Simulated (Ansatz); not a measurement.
Input for Ansatz (a program for electronic structure): R-B2PLYP/def2-TZVPPD on dimethyl selenide (SMILES C[Se]C). Files ending in .json are basis or fitting sets from the Basis Set Exchange. The run froze 16 orbitals, filled d shells among them.

Ansatz 0.2 input:
```yaml
crystal:
  periodic: [false, false, false]
  atoms:
    - {symbol: C, position_ang: [-0.89416439, 1.69410587, -0.20739339]}
    - {symbol: Se, position_ang: [0.59857725, 0.44933573, 0.06816918]}
    - {symbol: C, position_ang: [-0.43148371, -1.20351071, -0.17863480]}
    - {symbol: H, position_ang: [-1.66101380, 1.51309350, 0.54170218]}
    - {symbol: H, position_ang: [-0.49389250, 2.69885104, -0.09093413]}
    - {symbol: H, position_ang: [-1.29244608, 1.57289240, -1.21206378]}
    - {symbol: H, position_ang: [-1.21790498, -1.25642454, 0.57019856]}
    - {symbol: H, position_ang: [0.26169880, -2.03116262, -0.04553532]}
    - {symbol: H, position_ang: [-0.84589694, -1.23098117, -1.18372368]}
basis:
  gaussian:
    orbitals: def2-TZVPPD.json
hamiltonian:
  xc: {name: B2PLYP}
magnetization: {spin_polarized: false}
correlation: {electrons: outside_noble_gas}
scf: {lower_state_search: off}
```

It printed:

```
WARN ansatz: RAYON_NUM_THREADS=1 ignored (pool sized by the plan → 1); use --threads N
Functional definition: B2PLYP
these checks for a lower state are left out or cut short: stability, starts, cluster_reference, orbital_swaps, neighbouring_geometries, increment
integrals: 0.53 GiB planned
1342 factors; integrals over basis functions are off by at most 1.1e-3 eV
mean field: 1.19 GiB planned
mean field evaluation 1: about -67499.9865 eV, gradient 4.4e1 eV
mean field evaluation 2: about -67500.0459 eV, gradient 4.4e1 eV
mean field evaluation 4: about -67504.3087 eV, gradient 3.7e0 eV
mean field evaluation 8: about -67504.3394 eV, gradient 4.9e-2 eV
mean field evaluation 16: about -67504.3394 eV, gradient 1.1e-5 eV
mean field -67504.33940666 eV, -2480.7387171101 hartree, gradient 2.5e-6 eV, S^2 0.000000; 0 other end points of the search recorded, 0 dependent functions left out
16 core orbitals not correlated
reference -67504.33957173 eV, -2480.7387231764 hartree; 10, 10 occupied and 207, 207 virtual orbitals, 1342 factors
second order -17.22640780 eV of doubles, -0.00000000 eV of singles
Total energy: -67508.99070184 eV, -2480.9096490552 hartree
Checks for a lower state left out: stability, starts, cluster_reference, orbital_swaps, neighbouring_geometries, increment
```

The run converged.

Cost: around 4 core-seconds (rough).
